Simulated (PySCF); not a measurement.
**How methods differ on the excitation energy of B**

B [He] 2s2 2p1 (2P) → B [He] 2s1 2p1 3s1 (4P), as a difference of total energies. Calculation: PySCF 2.14, in aug-cc-pwCVDZ; the non-relativistic Hamiltonian (point nucleus). Correlated levels: valence: 1s2 frozen. The calculations carry no spin-orbit coupling.

| method | excitation energy (eV) |
| --- | --- |
| UHF | 8.142 |
| MP2 (valence) | 9.058 |
| SCS-MP2 (valence) | 9.295 |
| CCSD (valence) | 9.558 |
| CCSD(T) (valence) | 9.582 |
| CCSDT (valence) | 9.592 |
| FCI (valence) | 9.592 |

How much does correlation contribute at CCSD(T) (valence)?

9.582 − (8.142) = 1.440 eV, measured against UHF.

The upper state lies above the first ionisation limit, but in LS coupling its spin forbids autoionisation to the ground ion. A Rydberg-like electron needs more diffuse functions than a valence basis has.

The promoted electron is Rydberg-like, and one or two diffuse shells describe it only roughly, which tends to raise the upper state.
